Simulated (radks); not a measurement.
N I, 7 electrons, occupied as [He] 2s2 2p3.

Method: non-relativistic Kohn-Sham, r2SCAN, spin-polarised, spherical densities, point nucleus; open shells are filled with parallel spins first; meta-GGA in the generalised Kohn-Sham scheme; computed with a radial shooting solver on a logarithmic mesh with Libxc functionals.

Energy parts (eV):
part                     energy
total                 -1485.307
kinetic                1481.219
electron-nucleus      -3493.383
Hartree                 711.178
exchange-correlation   -184.321

Orbitals (lengths in bohr, moments of r in powers of bohr):
orbital	occ.	eigenvalue (eV)	<r^2>
1s up	1	-388.6247	0.07167
1s down	1	-386.6919	0.07061
2s up	1	-21.3551	2.041
2s down	1	-15.1951	2.339
2p up	3	-8.8961	2.594
2p down	0	-3.1505	3.516

The highest occupied level is 2p up at -8.896 eV. The spin density at the nucleus is 0.1098 e/bohr^3 (1s -0.6907, 2s 0.8004), a Fermi contact field of 5.75 T. Summed over all electrons, <r^2> = 12.31 bohr^2, which gives a Langevin (diamagnetic) susceptibility term of -9.75 x 10^-6 cm^3/mol. Spin moment in Bohr magnetons: 3.
